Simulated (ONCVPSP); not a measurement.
# Ranking ONCV potentials for iron

All share these settings but for the change named:

- Element: iron
- Generator: ONCVPSP 4.0.1
- Type: optimised norm-conserving Vanderbilt (ONCV)
- Functional: PBE
- Relativity: scalar-relativistic
- Frozen core: [Ne]
- Valence charge: 16
- Reference configuration: 3s2 3p6 3d6 (charge +2)
- Partial waves: 3s: rc 1.15 bohr, ncon 3, nbas 6, qcut 8.2 1/bohr, 2 projectors, debl 3.7 Ha; 3p: rc 1.00 bohr, ncon 3, nbas 7, qcut 16.6 1/bohr, 2 projectors, debl 2.3 Ha; 3d: rc 0.85 bohr, ncon 3, nbas 8, qcut 13.1 1/bohr, 3 projectors, debl 2.9 Ha
- Local potential: polynomial inside 0.80 bohr (lpopt 5, dvloc0 0 Ha)
- Core correction: none

In the s channel the program set the typed energies aside and used -4.133, 0.250 Ha. In the p channel the program set the typed energies aside and used -2.885, 0.250 Ha.

Cutoff: the first of the cutoffs (Ha) at which the residual kinetic energy of the hardest occupied pseudo-wave falls to 1 and 0.1 mHa per electron; the density cutoff is not measured.

The base gives 84 Ha.

Of 7 variants that were run, those that failed, showed a ghost or another fault, or gave nearly equal values are left out.

A variant can come out equal or close to the base.

Rank these variants from softest to hardest (loose cutoff).
A. all radii scaled by about 1.08 (s 1.24, p 1.08, d 0.92 bohr); local potential polynomial inside 0.86 bohr (lpopt 5, dvloc0 0 Ha)
B. all radii scaled by about 0.89 (s 1.02, p 0.88, d 0.76 bohr); local potential polynomial inside 0.70 bohr (lpopt 5, dvloc0 0 Ha)
C. all radii scaled by about 0.96 (s 1.10, p 0.96, d 0.82 bohr); local potential polynomial inside 0.76 bohr (lpopt 5, dvloc0 0 Ha)
D. all radii scaled by about 1.34 (s 1.54, p 1.34, d 1.14 bohr); local potential polynomial inside 1.06 bohr (lpopt 5, dvloc0 0 Ha)

D (66 Ha), A (77 Ha), C (90 Ha), B (199 Ha).
